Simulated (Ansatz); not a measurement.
Reaction (cleavage of the Zn–Si bond): `[AlH2][SiH2][ZnH]` + HBr → `[ZnH][Br]` + `[AlH2][SiH3]`

Isolated molecules relaxed with PBE0-D4/def2-TZVP in Ansatz; ΔE leaves out vibrations. CBS: MP2 limit from def2 TZ/QZ plus the TZ coupled-cluster correction, frozen cores. This one scheme is used for every species. Functionals use def2-TZVPP. For Br, Zn outer-core shells are correlated without core-valence functions, which leaves a few kJ/mol of doubt a bond. Scalar relativity is left out up to krypton.

`[AlH2][SiH2][ZnH]`:

Cartesian coordinates in Å:
```
Al -1.245 1.325 -0.264
Si 0.671 0.084 0.576
Zn 0.865 -2.061 -0.432
H -1.115 2.218 -1.573
H -2.672 1.174 0.421
H 0.573 -0.108 2.056
H 1.940 0.831 0.316
H 0.983 -3.462 -1.100
```

HBr:

Cartesian coordinates in Å:
```
Br 0.076 -0.637 0.305
H -0.076 0.637 -0.305
```

`[ZnH][Br]`:

Cartesian coordinates in Å:
```
Zn 0.114 -0.208 -0.028
Br -0.956 1.744 0.234
H 0.842 -1.536 -0.207
```

`[AlH2][SiH3]`:

Cartesian coordinates in Å:
```
Al 0.841 0.587 0.965
Si -0.645 -0.435 -0.704
H 0.290 1.100 2.364
H 2.389 0.742 0.645
H -0.605 0.334 -1.982
H -0.203 -1.824 -1.022
H -2.067 -0.505 -0.266
```

| level | ΔE (kJ/mol) |
| --- | --- |
| PBE-D4 | -101.9 |
| BLYP-D4 | -110.1 |
| r2SCAN-D4 | -117.1 |
| BHLYP-D4 | -132.3 |
| CAM-B3LYP-D4 | -124.8 |
| PBE-QIDH | -123.5 |
| RPA@PBE/def2-TZVPP | -115.1 |
| MP2/def2-QZVPP | -126.2 |

**Question.** What does CCSD(T)/CBS give? (An estimate is asked.)

**Answer.** Ansatz gave: -124.2 kJ/mol. The listed levels differ from it by 22.3, 14.1, 7.1, -8.1, -0.6, 0.7, 9.1, -2.0 kJ/mol.

Largest T1 diagnostic among the species: 0.015.

From PBE to PBE0 (25 % exact exchange), in def2-TZVPP and without D4, ΔE moves by −10.6 kJ/mol. In def2-TZVPP, CCSD(T) changes the Hartree–Fock value by +39.7 kJ/mol (the triples alone add +5.3 kJ/mol) and MP2 by +36.1 kJ/mol. At CCSD(T), def2-SVP lies +5.9 kJ/mol from the extrapolated value and def2-TZVPP +5.1 kJ/mol.
